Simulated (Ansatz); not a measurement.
`[SiH3][SiH]1BO1` + HI → `[SiH3]I` + `B1O[SiH2]1` at 500 K and 1 bar (cleavage of the Si–Si bond).

Isolated molecules relaxed with PBE0-D4/def2-TZVP in Ansatz; ΔE leaves out vibrations. CCSD(T)/CBS is the MP2 limit (def2-TZVPP, def2-QZVPP) plus CCSD(T) − MP2 in def2-TZVPP, frozen cores. Elements past krypton have def2 core potentials. For I outer-core shells are correlated without core-valence functions, which leaves a few kJ/mol of doubt a bond.

```json
{"species": "`[SiH3][SiH]1BO1`", "CCSD(T)/CBS energy (Eh)": "-681.13719", "H − E (kJ/mol)": "174.2", "S (J/(mol·K))": "390.2"}
{"species": "HI", "CCSD(T)/CBS energy (Eh)": "-298.03592", "H − E (kJ/mol)": "28.6", "S (J/(mol·K))": "221.6"}
{"species": "`[SiH3]I`", "CCSD(T)/CBS energy (Eh)": "-588.34840", "H − E (kJ/mol)": "91.1", "S (J/(mol·K))": "303.2"}
{"species": "`B1O[SiH2]1`", "CCSD(T)/CBS energy (Eh)": "-390.85529", "H − E (kJ/mol)": "113.1", "S (J/(mol·K))": "301.7"}
```

H − E and S are ideal-gas, rigid-rotor, harmonic terms from PBE0-D4/def2-TZVP, for one conformer and one mirror image of each species. 1 Eh = 2625.50 kJ/mol, R = 8.31446 J/(mol·K).

Problem. By hand: ΔE, ΔH, ΔS and ΔG.

Solution. ΔE = (-588.34840) + (-390.85529) − (-681.13719) − (-298.03592) = -0.03058 Eh = -80.3 kJ/mol. Δ(H − E) = 91.1 + 113.1 − 174.2 − 28.6 = 1.4, so ΔH = -78.9 kJ/mol. ΔS = 303.2 + 301.7 − 390.2 − 221.6 = -6.9 J/(mol·K). ΔG = -78.9 − 500 × (-6.9)/1000 = -75.5 kJ/mol.

Problem. By hand: the equilibrium constant, and the temperature at which ΔG would vanish if ΔH and ΔS stayed fixed.

Solution. log₁₀ K = −ΔG/(RT ln 10) = 7.9. ΔG = 0 at ΔH/ΔS = 11435 K, far beyond where these terms or the molecules hold.

The number of gas molecules stays the same, so ΔS is small and ΔH decides. A doubt of 5 kJ/mol in ΔE shifts log₁₀ K by 0.5 here. Other conformers and mirror images would add mixing entropy, several J/(mol·K) or more a flexible species. These are equilibria of isolated gas molecules and say nothing of rates. Largest T1 diagnostic: 0.017 (customary marks: 0.02 for closed shells, 0.045 for open ones).
